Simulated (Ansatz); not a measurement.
Reaction: CH3Li (SMILES [Li][CH3]) → CH3Li+ (parent SMILES [Li][CH3], doublet) + e-
Each species at its own B3LYP-D3(BJ)/def2-TZVP minimum (Ansatz, a program for electronic structure).

Wanted: adiabatic ionisation energy (electronic), in eV. UHF or UKS for unpaired electrons; spin-orbit terms are left out. Correlated methods leave the cores frozen. No relativity. CBS(X,Y): correlation extrapolated as X^-3, Hartree-Fock from the larger set. A bracket is a step between two methods taken in the basis named. Double hybrids freeze cores in their MP2 part. The spin of CH3Li+ (parent SMILES [Li][CH3], doublet) was assumed, and the state is the lowest solution found for it.

CCSD(T)/CBS(def2-TZVPP,def2-QZVPP) + [CCSDT(Q) - CCSD(T)]/def2-QZVPP + [CCSDTQ - CCSDT(Q)]/def2-SVP (Ansatz) gives 6.84 eV.

Task: What does PBE/def2-TZVPD (Ansatz) give here, and how do the other levels compare?

Result: PBE gives 6.93 eV, 0.09 eV above it. Differences of the others: PBE0/def2-TZVPD (Ansatz) -0.04; wB97M-V/def2-TZVPD (Ansatz) 0.08; B2PLYP/def2-TZVPD (Ansatz) -0.04; CCSD(T)/CBS(def2-TZVPP,def2-QZVPP) (Ansatz) 0.00 eV.
